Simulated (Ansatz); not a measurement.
Reaction (substitution at a C–C bond): `CCC1CCCC1` + `O[Si]S` → `CS[Si]O` + `CC1CCCC1`

Gas-phase electronic energies from Ansatz, PBE0-D4/def2-TZVP geometries. CCSD(T)/CBS adds triple-zeta CCSD(T) − MP2 to the extrapolated MP2 energy (def2 sets, frozen cores). This one scheme is used for every species. Functionals use def2-TZVPP. B3LYP here is the variant with VWN-RPA as its local correlation; programs differ in this. One conformer a species, not always the lowest.

| level | ΔE (kcal/mol) |
| --- | --- |
| B3LYP | -0.6 |
| HF/def2-TZVPP | 0.5 |
| SCS-MP2/def2-QZVPP | -0.1 |
| CCSD/CBS(def2) | 0.6 |

(1) What does CCSD(T)/CBS give? (Best estimate.)

Largest T1 diagnostic among the species: 0.015.

## Answers

(1) Computed: +0.2 kcal/mol. The listed levels differ from it by -0.8, 0.3, -0.3, 0.4 kcal/mol.

CCSD(T)/CBS has its own doubt, a few kJ/mol and more with outer-core shells, so smaller differences from it don't rank the levels.
